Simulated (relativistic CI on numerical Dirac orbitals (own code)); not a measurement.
**Hyperfine structure of Ta9+, mass number 181**

Computed by Dirac-Coulomb-Breit CI, KLI orbitals optimised for each configuration, QED by a radiative potential, unscaled Slater integrals (own radial code, finite nucleus).

Configuration list (outside the closed core [Kr] 4d10): 4f¹³5s²5p³, 4f¹²5s²5p⁴, 4f¹⁴5s²5p², 4f¹³5s5p⁴, 4f¹³5s²5p²5d, 4f¹²5s5p⁵, 4f¹⁴5s5p³, 4f¹⁴5s²5p5d, 4f¹⁴5p⁴, 4f¹⁴5s²5p6s, 4f¹³5s²5p²5f, 4f¹¹5s²5p⁵, 4f¹⁰5s²5p⁶, 4f¹¹5s5p⁶, 4f¹³5p⁵, 4f¹²5p⁶, 4f¹⁴5s5p²5d, 4f¹⁴5s5p5d², 4f¹⁴5s5p5d5f, 4f¹⁴5s²5p6p, 4f¹⁴5s²5d6p, 4f¹⁴5s²5f6p. Double excitations out of closed p, d and f shells are left out; levels of such configurations are missing from the list, as are those of other unlisted configurations, and high levels can miss mixing partners.

Nuclear spin I = 7/2, μ = 2.365 μN, Q = 3.17 b (tables of Stone and Pyykkö). The electronic factors are computed for point nuclear moments, without core polarisation or the Bohr-Weisskopf and QED corrections.

| Level | E (cm⁻¹) | A (MHz) | B (MHz) |
| --- | --- | --- | --- |
| 4f¹³5s²5p³ ³D1 | 13296.7 | -196.6 | 4110 |
| 4f¹²5s²5p⁴ ⁵I8 | 21969.7 | 1875 | 16100 |
| 4f¹²5s²5p⁴ ⁵G6 | 31403.6 | 2004 | 13500 |

Levels with J = 0, under 50 % of one LS term, or S terms without an open s electron are left out. Small factors come from cancelling terms and can be off by tens of per cent or more.

At this charge transitions that keep the count of f electrons are usually good to a few per cent. Terms inside the open d or f shell come out 10 to 20 % too wide with unscaled integrals. Levels and lines within the n = 5 or 6 shells can be off by up to 10 % or somewhat more, and those that change n by about 2 %, since core polarisation is missing. Levels that differ in their count of f electrons can be misplaced by several ten thousand cm⁻¹, since the correlation energy of f electrons is missing or only estimated; rates across such gaps can be off by orders of magnitude.

Task: Give the hyperfine levels of 4f¹³5s²5p³ ³D1 relative to its centre of gravity.

Result: With K = F(F + 1) − I(I + 1) − J(J + 1), E = AK/2 + B[¾K(K + 1) − I(I + 1)J(J + 1)]/[2I(2I − 1)J(2J − 1)]: F = 5/2: 3085, F = 7/2: -2737, F = 9/2: 338.7 MHz.

LS names give the leading component of a level, which can be under half, so a name can repeat, a term be missing and a line seem to break the LS rules.
